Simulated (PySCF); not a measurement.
Computed properties of Be(NMe2)(SeH) (C₂H₇BeNSe), SMILES C[N](C)[Be][SeH]

Be(NMe2)(SeH) (C2H7BeNSe), SMILES [N]([Be][SeH])(C)C. Coordinates come from a ωB97X-D3(BJ)/def2-SVP optimisation. The structure was generated by enumeration; whether it is a known compound was not checked. The values are those of a single conformer. All values are computed for the isolated molecule unless a solvent is named; none is compared with measurement here.

**Structure.** The optimised structure has Cs symmetry. All 30 harmonic modes at ωB97X-D3(BJ)/def2-SVP (PySCF) are real, so it is a minimum. With heavy atoms numbered as in [Be:1]([N:2]([CH3:3])[CH3:4])[SeH:11], the shortest bond between them is N2–C3 at 1.451 Å and the longest Be1–Se11 at 2.031 Å.

**Vibrations.** The strongest infrared lines (harmonic, unscaled, degenerate partners summed) lie at 1430 cm⁻¹ (250 km/mol, H 32 %, N 31 %, Be 23 %, C 14 %), 1158 cm⁻¹ (141 km/mol, H 50 %, Be 31 %, C 19 %), 3010 cm⁻¹ (114 km/mol, H 97 %). The softest mode is at 88 cm⁻¹ and the zero-point energy is 58.5 kcal/mol.

**Electronic structure.** r2SCAN/def2-TZVP (PySCF) places the frontier levels at -5.46 and -0.57 eV, a gap of 4.89 eV, and gives a dipole moment of 1.89 D and a mean polarisability of 78.7 bohr³. PBE/def2-TZVP (PySCF) at the same geometry gives -5.25 and -1.00 eV, so its gap is 0.64 eV narrower. An orbital gap is neither the optical nor the fundamental gap.

**Excitations.** TDDFT-ωB97X/def2-SVPD (PySCF) has S1 at 5.53 eV (224 nm, f = 0.021, weak); the most intense of the 10 singlets computed lies at 6.35 eV (f = 0.19). T1 (TDA) is at 5.17 eV. TDDFT-PBE/def2-SVPD (PySCF) puts S1 at 4.41 eV. No vertical singlet excitation falls in the visible range (under 3.1 eV).

**NMR.** GIAO shifts at HF/pcSseg-1 (PySCF) (non-relativistic, atoms alike by connectivity averaged): ¹³C at 38.8 ppm against TMS; ¹H from 0.5 to 2.8 ppm against TMS.
